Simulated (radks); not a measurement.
All-electron atom: Si VI in [He] 2s2 2p5 (the NIST ground configuration). All-electron calculation, scalar-relativistic Kohn-Sham, BLYP, spin-polarised, spherical densities, finite nucleus; open shells are filled with parallel spins first; Fermi nuclear charge, rms radius 3.1224 fm. Program: a radial shooting solver on a logarithmic mesh with Libxc functionals.

X-ray form factor f0, the Fourier transform of the density (f0(0) = 9):

| sin(theta)/lambda (1/angstrom) | f0 (electrons) |
|---|---|
| 0.05 | 8.957 |
| 0.1 | 8.830 |
| 0.15 | 8.624 |
| 0.2 | 8.347 |
| 0.25 | 8.011 |
| 0.3 | 7.628 |
| 0.4 | 6.772 |
| 0.5 | 5.879 |
| 0.6 | 5.025 |
| 0.8 | 3.611 |
| 1 | 2.654 |
| 1.25 | 1.964 |
| 1.5 | 1.606 |
| 2 | 1.270 |
